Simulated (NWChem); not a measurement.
# BHCl, doublet; SMILES [BH]Cl

```xyz
3

B      0.1314     1.2354     0.0000
Cl     0.0101    -0.4791     0.0000
H     -0.8283     1.9674     0.0000
```
Atoms are numbered in this order, from 1.

In the optimisation the excess spin sits in a' (Cs, its own frame). Coordinates come from a PBE0/def2-SVP, spin-unrestricted optimisation. No stability test was run on the SCF state.

Symmetry labels are those of Cs in the frame above (b1 and b2, or b-type labels, depend on it).

Question: List the 4 lowest vertical excitations from CAM-B3LYP/6-31+G* (spherical d), spin-unrestricted, TDA (NWChem).

Answer: 
```
state    energy (eV)  oscillator strength  symmetry of the excitation  <S²>
-------  -----------  -------------------  --------------------------  ----
state 1         1.81                0.007                          a"  0.78
state 2         5.51                0.014                          a'  0.79
state 3         5.80                0.036                          a'  0.80
state 4         6.24                0.001                          a"  2.53
```
